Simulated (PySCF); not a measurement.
# EPR parameters of C3H7O4S

Compound: C3H7O4S (doublet state).
Z-matrix (Å and degrees, GFN2-xTB geometry), rows numbered from 1:
```
C 
S   1  1.7356
O   2  1.4327  1  109.85
O   2  1.4242  1  110.98  3   133.90
O   2  1.6364  1  101.04  3  -114.36
C   5  1.3908  2  111.50  1    71.17
O   6  1.4006  5  110.94  2   -49.72
C   7  1.4198  6  115.22  5   122.78
H   1  1.0677  2  117.66  3   171.41
H   1  1.0675  2  119.42  3   -15.86
H   6  1.0994  5  109.62  2    72.56
H   6  1.0992  5  106.10  2  -168.26
H   8  1.0941  7  110.30  6    64.30
H   8  1.0878  7  105.81  6  -177.56
H   8  1.0930  7  110.88  6   -57.60
```

The hyperfine couplings belong to this conformer and change with its torsions.

Identity: `[CH2]S(=O)(=O)OCOC` [radical].

Level of theory: UKS B3LYP, pcH-1 on C H O S, non-relativistic, mean-field spin-orbit, GIAO (PySCF 2.14.0). The structure is a single GFN2-xTB conformer in the gas phase; no vibrational or solvent corrections. The geometry wasn't refined by DFT: couplings that depend on bond lengths, twists or pyramidal angles can differ widely from those at the functional's own minimum. No stability test was run, so a lower SCF solution isn't excluded.

* g1, g2, g3: 2.00199, 2.00242, 2.00309
* g_iso: 2.00250
* Form of g: rhombic: the two nearest values differ by 39 % of g3 − g1
* ⟨S²⟩: 0.7540 (exact 0.7500)
* HOMO–LUMO gap, α and β orbitals: 7.84, 4.98 eV

Hyperfine couplings atom by atom, in 10⁻⁴ cm⁻¹; T1 to T3 are the principal values of the dipolar part; ρ(0) is the spin density at the nucleus (1 × 10⁻⁴ cm⁻¹ = 2.998 MHz):

| atom | isotope | a_iso | of which spin–orbit | T1 | T2 | T3 | Mulliken spin population | ρ(0) (bohr⁻³) |
| --- | --- | --- | --- | --- | --- | --- | --- | --- |
| C1 | 13C | 35.4 | -0.1 | -27.3 | -27.0 | 54.3 | 0.98 | 0.0945 |
| S2 | 33S | -6.2 | 0.0 | -0.6 | 0.2 | 0.4 | -0.02 | -0.0545 |
| O3 | 17O | -0.2 | 0.0 | -2.3 | 0.9 | 1.4 | 0.01 | 0.0012 |
| O4 | 17O | -2.5 | 0.0 | -5.9 | 2.8 | 3.1 | 0.04 | 0.0124 |
| O5 | 17O | 0.5 | 0.0 | -3.3 | 1.5 | 1.8 | 0.02 | -0.0025 |
| C6 | 13C | -0.6 | 0.0 | -0.3 | 0.0 | 0.4 | 0.00 | -0.0015 |
| O7 | 17O | -14.4 | 0.0 | -8.5 | 4.2 | 4.3 | 0.05 | 0.0710 |
| C8 | 13C | -0.7 | 0.0 | -0.3 | -0.2 | 0.5 | 0.00 | -0.0017 |
| H9 | 1H | -20.9 | 0.0 | -12.7 | -0.8 | 13.5 | -0.04 | -0.0140 |
| H10 | 1H | -21.3 | 0.0 | -12.8 | -0.8 | 13.6 | -0.04 | -0.0143 |
| H11 | 1H | 0.6 | 0.0 | -0.6 | -0.4 | 1.1 | 0.00 | 0.0004 |
| H12 | 1H | 1.7 | 0.0 | -0.6 | -0.4 | 1.1 | 0.00 | 0.0011 |
| H13 | 1H | 0.9 | 0.0 | -0.5 | -0.4 | 0.9 | 0.00 | 0.0006 |
| H14 | 1H | 0.0 | 0.0 | -0.9 | -0.6 | 1.6 | 0.00 | 0.0000 |
| H15 | 1H | 0.1 | 0.0 | -0.9 | -0.7 | 1.6 | 0.00 | 0.0000 |

The largest Mulliken spin population is on C1 (+0.98). The angles at C1 add up to 359.6°, so it is planar; its axial dipolar tensor and the negative couplings of its protons fit spin in a p orbital normal to that plane.

Axes: g1 points within 8° of the C1–H10 bond.

Under fast tumbling the dipolar parts average out, and these isotropic splittings remain: 1 × 1H (H10, I = 1/2, 2 lines) with 2.28 mT, 1 × 1H (H9, I = 1/2, 2 lines) with 2.23 mT, 2 × 1H (H11/H12, I = 1/2, 3 lines) with 0.13 mT and 3 × 1H (H13/H14/H15, I = 1/2, 4 lines) with 0.03 mT.

Class means assume fast exchange of nuclei equivalent by connectivity; if that motion is slow, each nucleus keeps its own coupling. H9 and H10 aren't averaged: C1 is flat or nearly so (angle sum 360°), and its turn about the short C1–S2 bond (1.74 Å) is taken as slow.

The 17O coupling of O7 (-43.1 MHz) shows only in satellite lines or after enrichment, since that isotope makes up about 0.038 % of natural oxygen.

The 13C coupling of C1 (106.1 MHz) shows only in satellite lines or after enrichment, since that isotope makes up about 1.07 % of natural carbon.
